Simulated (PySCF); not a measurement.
**TDDFT excited states: C2H5PSi**

Species: C2H5PSi.
Z-matrix (Å and degrees, GFN2-xTB geometry), rows numbered from 1:
```
Si
C   1  1.8673
C   2  1.3092  1  148.71
P   3  1.8288  2   70.99  1  -179.46
H   1  1.4638  2  107.62  3    -0.04
H   1  1.4620  2  108.01  3   120.31
H   1  1.4634  2  107.34  3  -119.73
H   3  1.0672  2  145.56  4   177.15
H   4  1.4217  2   97.36  3    93.10
```

Method: TDDFT wB97X-D/def2-SVPD, vertical, gas phase, core orbitals frozen in the response in PySCF.

| state | E (eV) | E (hartree) | f | main configurations (H = HOMO, L = LUMO) |
| --- | --- | --- | --- | --- |
| S1 | 4.99 | 0.1834 | 0.021 | H→L (94%) |
| S2 | 5.18 | 0.1902 | 0.0007 | H-1→L (97%) |
| S3 | 5.50 | 0.2022 | 0.011 | H→L+1 (88%) |
| S4 | 6.42 | 0.2360 | 0.012 | H→L+2 (56%), H→L+3 (13%), H-1→L+1 (10%) |
| S5 | 6.66 | 0.2447 | 0.019 | H-2→L (79%) |
| S6 | 6.90 | 0.2536 | 0.058 | H-1→L+1 (25%), H→L+4 (24%), H→L+2 (16%) |
| S7 | 6.97 | 0.2562 | 0.141 | H-1→L+1 (23%), H→L+4 (21%), H-1→L+2 (20%) |
| S8 | 7.19 | 0.2644 | 0.203 | H-1→L+2 (33%), H-1→L+1 (29%), H-1→L+3 (11%) |

Triplets, Tamm–Dancoff:

```tsv
state	E (eV)	λ (nm)	main configurations (H = HOMO, L = LUMO)
T1	3.79	327.3	H→L (86%)
T2	4.79	259.0	H-1→L (59%), H→L+1 (34%)
T3	4.82	257.2	H→L+1 (51%), H-1→L (38%)
```

The lowest singlet comes at 248 nm (481 kJ/mol) in the ultraviolet; it is weak; its leading configuration is HOMO→LUMO (94%). The most intense listed level is S8 at 7.19 eV (172 nm, f = 0.203), 2.20 eV above S1. It is the last of those listed, so stronger ones may follow. Löwdin shares by element: HOMO phosphorus 46%, carbon 36%, hydrogen 14% or more; LUMO carbon 68%, silicon 12%, phosphorus 6%. The listed states span 2.20 eV, and the widest gap between neighbours is 0.92 eV (S3 to S4). Of the 8 states listed, 7 reach f = 0.01 and none stays under 0.0005. Weighted by f, the mean energy of these states is 6.90 eV. The window holds the lowest 8 singlets.
